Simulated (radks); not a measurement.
Results of a calculation; reference values are marked as such.
Task: The mean radii <r> (bohr) of the occupied orbitals of an atom or ion are listed with their occupations. Code: a radial shooting solver on a logarithmic mesh with Libxc functionals. Model: scalar-relativistic Kohn-Sham, revPBE, spin-polarised, spherical densities, finite nucleus; Fermi nuclear charge, rms radius of each element as measured or else 0.836 A^(1/3) + 0.57 fm.

orbital  occ.      <r>
1s up       1  0.04274
1s down     1  0.04274
2s up       1   0.1895
2s down     1   0.1895
2p up       3   0.1654
2p down     3   0.1654
3s up       1   0.5508
3s down     1   0.5507
3p up       3   0.5631
3p down     3   0.5628
3d up       5   0.5859
3d down     5   0.5844
4s up       1    1.507
4s down     1    1.505
4p up       1    1.689

Name the element and its charge. Open shells, if any, are filled with parallel spins first.

Result: Z = 35, bromine, charge +4: Br4+ in [Ar] 3d10 4s2 4p1. The 1s radius gives Z: for a bare nucleus <r> = (2 gamma + 1)/(2Z) with gamma = sqrt(1 - (Z/c)^2), 0.04191 bohr for Z = 35, and screening makes it slightly larger (0.04274 here). The occupations add up to 31, and the charge is Z minus that.
